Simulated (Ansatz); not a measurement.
C2H8F2N2Si, SMILES `CN[Si](F)(F)NC`, relaxed with RKS PBE0-D4/def2-TZVP in Ansatz 0.2.0 from a GFN2-xTB geometry. The force threshold is 0.005 eV/Å; the program also tests the step.

Total charge 0; spin multiplicity 1.

Start:

```xyz
15

C    -0.043   -0.323   -2.016
N    -0.124    0.838   -1.160
Si   -0.846    0.908    0.376
F    -2.449    0.829    0.467
F    -0.577    2.413    0.873
N    -0.312   -0.376    1.351
C     1.063   -0.772    1.562
H    -0.846   -0.339   -2.760
H     0.916   -0.338   -2.539
H    -0.124   -1.218   -1.405
H    -0.005    1.703   -1.665
H    -0.923   -0.691    2.089
H     1.656   -0.453    0.710
H     1.129   -1.859    1.652
H     1.485   -0.321    2.466
```

| step | energy (eV) | largest force (eV/Å) | largest move (Å) |
| --- | --- | --- | --- |
| 1 | -18491.7714 | 0.476 | 0.000 |
| 2 | -18491.7986 | 0.230 | 0.040 |
| 3 | -18491.8093 | 0.106 | 0.041 |
| 4 | -18491.8128 | 0.030 | 0.058 |
| 5 | -18491.8131 | 0.039 | 0.018 |
| 6 | -18491.8133 | 0.024 | 0.011 |
| 7 | -18491.8134 | 0.009 | 0.008 |
| 8 | -18491.8134 | 0.004 | 0.003 |

End:

```xyz
15

C    -0.074   -0.338   -1.989
N    -0.153    0.840   -1.153
Si   -0.851    0.915    0.377
F    -2.440    0.808    0.437
F    -0.538    2.393    0.882
N    -0.311   -0.341    1.358
C     1.069   -0.733    1.548
H    -0.819   -0.338   -2.793
H     0.917   -0.438   -2.442
H    -0.246   -1.227   -1.379
H     0.054    1.705   -1.625
H    -0.954   -0.737    2.024
H     1.678   -0.314    0.744
H     1.183   -1.820    1.513
H     1.484   -0.375    2.497
```

Run time 22 s (2 threads of an AMD EPYC 7R13 on a shared host and a share of an NVIDIA H100 80 GB); peak host memory 0.94 GiB.
